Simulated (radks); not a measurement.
Values are calculated unless marked as measured or tabulated.
All-electron atom: Hf in [Xe] 4f14 5d1 6s2 6p1 (not the ground configuration).

Code: a radial shooting solver on a logarithmic mesh with Libxc functionals. Model: Dirac Kohn-Sham, PBE, spin-unpolarised, spherical densities, finite nucleus; open shells fill j = l - 1/2 first; Fermi nuclear charge, rms radius 5.347 fm.

Energy parts (hartree):
part                       energy
total                 -15095.5643
kinetic                16879.3556
electron-nucleus      -37581.5820
Hartree                 5916.2027
exchange-correlation    -309.5405

Orbitals (lengths in bohr, moments of r in powers of bohr):
orbital	occ.	eigenvalue (hartree)	<r^2>	<1/r>	<r>	<r^4>
1s1/2	2	-2395.365	0.0004952	83.78	0.01899	6.627e-07
2s1/2	2	-409.5008	0.007584	20.31	0.07978	0.0001002
2p1/2	2	-391.1803	0.005433	20.28	0.06612	0.00006068
2p3/2	4	-347.3828	0.006639	17.23	0.07385	0.00008643
3s1/2	2	-93.38572	0.04968	7.451	0.2082	0.003733
3p1/2	2	-85.24677	0.04570	7.367	0.1981	0.003311
3p3/2	4	-75.86077	0.05237	6.581	0.2124	0.004305
3d3/2	4	-62.05909	0.04080	6.472	0.1863	0.002954
3d5/2	6	-60.01191	0.04263	6.284	0.1908	0.003201
4s1/2	2	-18.90024	0.2478	3.123	0.4682	0.08935
4p1/2	2	-15.56277	0.2567	3.013	0.4746	0.09864
4p3/2	4	-13.41536	0.2932	2.739	0.5075	0.1288
4d3/2	4	-7.92495	0.3245	2.519	0.5286	0.1714
4d5/2	6	-7.53173	0.3386	2.453	0.5401	0.1868
4f5/2	6	-0.76337	0.5787	1.935	0.6694	0.8977
4f7/2	8	-0.69924	0.6028	1.904	0.6820	0.9906
5s1/2	2	-2.56746	1.446	1.183	1.134	3.105
5p1/2	2	-1.61997	1.805	1.051	1.261	5.064
5p3/2	4	-1.33133	2.126	0.9560	1.368	7.087
5d3/2	1	-0.18336	6.056	0.5943	2.229	76.79
5d5/2	0	-0.16392	6.604	0.5701	2.324	92.26
6s1/2	2	-0.23325	12.32	0.3840	3.294	238.9
6p1/2	1	-0.09206	21.97	0.2889	4.361	823.7
6p3/2	0	-0.07379	26.47	0.2628	4.783	1202

The highest occupied level is 6p1/2 at -2.505 eV. The configuration is held as typed, so some empty levels lie below it. The electron density at the nucleus is 1.209e+06 e/bohr^3.
